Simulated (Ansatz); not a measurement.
Basis-set series for H2O2S2W (`[OH][W]([OH])(=[S])=[S]`). Charge 0, multiplicity 1. W: def2 effective core potential. The geometry is a stationary point of PBE0-D4/def2-TZVP. It is one conformer, not always the lowest.

| functional | basis | functions | energy (Eh) | HOMO (eV) | LUMO (eV) |
| --- | --- | --- | --- | --- | --- |
| PBE0-D4 | def2-SVP | 106 | -1014.50330 | -7.25 | -2.61 |
| PBE0-D4 | def2-QZVPP | 395 | -1015.02464 | -7.26 | -2.67 |
| ωB97M-V | def2-SVP | 106 | -1014.75378 | -9.18 | -0.55 |
| ωB97M-V | def2-QZVPP | 395 | -1015.27626 | -9.23 | -0.69 |

Problem. Give the rows for def2-TZVPP. (Estimate.)

Solution. Ansatz gave: 
```json
{"functional": "PBE0-D4", "basis": "def2-TZVPP", "functions": "230", "energy (Eh)": "-1014.99115", "HOMO (eV)": "-7.24", "LUMO (eV)": "-2.63"}
{"functional": "ωB97M-V", "basis": "def2-TZVPP", "functions": "230", "energy (Eh)": "-1015.24445", "HOMO (eV)": "-9.21", "LUMO (eV)": "-0.62"}
```
